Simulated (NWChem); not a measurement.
## Ionisation of CH3Cl2Si

```
C
H 1 1.1008
H 1 1.1008 2 109.15
H 1 1.1028 2 108.92 3 118.81
Si 1 1.8858 2 110.23 4 119.99
Cl 5 2.0907 1 108.69 2 -60.36
Cl 5 2.0907 1 108.69 2 -179.08
```
Charge 0, spin multiplicity 2.

All runs are NWChem calculations. The geometry was optimised at UB3LYP/def2-SVP, a minimum by its harmonic frequencies.

Basis set: def2-TZVP. The species with one electron less has spin multiplicity 1 and keeps the geometry of the parent. Δ marks differences of total energies (open shells unrestricted). −ε marks an orbital energy of the parent. That orbital need not have the symmetry of the hole or added electron in the Δ rows. That singlet is a closed-shell solution.

B3LYP has NWChem's definition, with VWN1-RPA local correlation. The structure started from a generated list of species. The unpaired electrons of the parent sit in orbitals of symmetry a' (Cs labels of the run); other states weren't searched. The stability of the SCF solutions was not checked.

Task: For the first vertical ionisation energy, −ε(alpha HOMO) of PBE gives 5.35 eV and −ε(alpha HOMO) of BHandHLYP gives 7.57 eV. What do −ε(alpha HOMO) of B3LYP, −ε(alpha HOMO) of r2SCAN, ΔBHandHLYP give?

Result: −ε(alpha HOMO) of B3LYP: 6.27 eV; −ε(alpha HOMO) of r2SCAN: 5.73 eV; ΔBHandHLYP: 8.69 eV.
